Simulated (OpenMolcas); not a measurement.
Br5+: effect of the active space

```json
{
  "Program": "OpenMolcas",
  "Method": "SS-CASPT2 or its RAS form, IPEA 0.25 Eh, imaginary shift 0.1 Eh",
  "Basis": "ANO-RCC-VTZP",
  "Scalar Hamiltonian": "DKH2, point nucleus",
  "Spin-orbit coupling": "RASSI with atomic mean-field integrals over the reference wave functions, term energies averaged over their components"
}
```

A. 2 electrons in 4 orbitals (4s 4p); 2S+1 = 3 even, 3 roots; 2S+1 = 1 even, 7 roots; 2S+1 = 3 odd, 3 roots; 2S+1 = 1 odd, 3 roots; closed shells correlated: 3d; CASPT2 step of the order of 1.6 core-seconds
B. 2 electrons in 8 orbitals (4s 4p 5s 5p); 2S+1 = 3 even, 3 roots; 2S+1 = 1 even, 7 roots; 2S+1 = 3 odd, 3 roots; 2S+1 = 1 odd, 3 roots; closed shells correlated: 3d; CASPT2 step about 2.9 core-seconds
C. 2 electrons in 9 orbitals (RAS2 4s 4p; RAS3 4d, at most 2 electrons); 2S+1 = 3 even, 3 roots; 2S+1 = 1 even, 7 roots; 2S+1 = 3 odd, 3 roots; 2S+1 = 1 odd, 3 roots; closed shells correlated: 3d; CASPT2 step roughly 4 core-seconds

Energies in eV above 4s2 1S0, the measured ground level; measured values from Moore, Atomic Energy Levels, vol. II, NSRDS-NBS 35 (1971 reprint of NBS Circular 467, 1952).

| Level | A | B | C | Measured |
| --- | --- | --- | --- | --- |
| 4s2 1S0 | 0.0000 | 0.0000 | 0.0000 | 0.0000 |
| 4s 4p 3P* 0 | 12.528 | 12.538 | 12.517 | 12.9335 |
| 4s 4p 3P* 1 | 12.772 | 12.782 | 12.759 | 13.1958 |
| 4s 4p 3P* 2 | 13.319 | 13.328 | 13.305 | 13.8039 |
| 4s 4p 1P* 1 | 19.126 | 19.109 | 18.965 | 18.7556 |
| 4p2 3P0 | 30.045 | 30.051 | 30.022 | 30.2690 |
| 4p2 3P1 | 30.397 | 30.398 | 30.372 | 30.6744 |

Deviations, from unrounded energies. A percentage is the sum of absolute deviations over the sum of measured energies, with the sign that they share, or ± where signs differ.

| Against measurement | Levels | A | B | C |
| --- | --- | --- | --- | --- |
| mean absolute deviation (cm-1) | 6 | 2900 | 2900 | 2800 |
| other configurations (%) | 6 | ±1.8 | ±1.8 | ±1.8 |

A, B, C lie about equally close to measurement. The largest miss of C in the table is 4s 4p 3P* 2, by -4000 cm-1. The ranking rests on the paired levels alone, and a cruder setting can come out closer through cancelling errors.

Among A to C the level of the table that moves most is 4s 4p 1P* 1, by 1300 cm-1 (lowest in C, highest in A). Moves below CASPT2's spread within the term are not significant.

Over all roots computed the reference weight is 0.94 to 0.99 in A, 0.93 to 1.00 in B; the roots of lowest weight are the least certain, and an intruder state may touch them. The ¹D term of p² mixes with s d, which this space lacks (holds for A; B). Active for correlation alone: 5p 5s; no level in the range computed is led by a configuration that fills them, so any true level of that kind is missing (holds for B). Active for correlation alone: 4d; no level in the range computed is led by a configuration that fills it, so any true level of that kind is missing (holds for C). Some terms mix strongly with configurations of 4d, whose occupation reaches 0.18 (4p2 1D) (holds for C). Measured partners are found by configuration, term and J. A level has none where our copy of the source lacks it or the pairing is in doubt (some pairs that miss far off the trend of their configuration count as doubtful), and it then counts in no deviation. Levels of configurations outside the active space are missing. The table leaves out levels that lie high or whose names do not pair safely across all columns.

* marks odd parity.
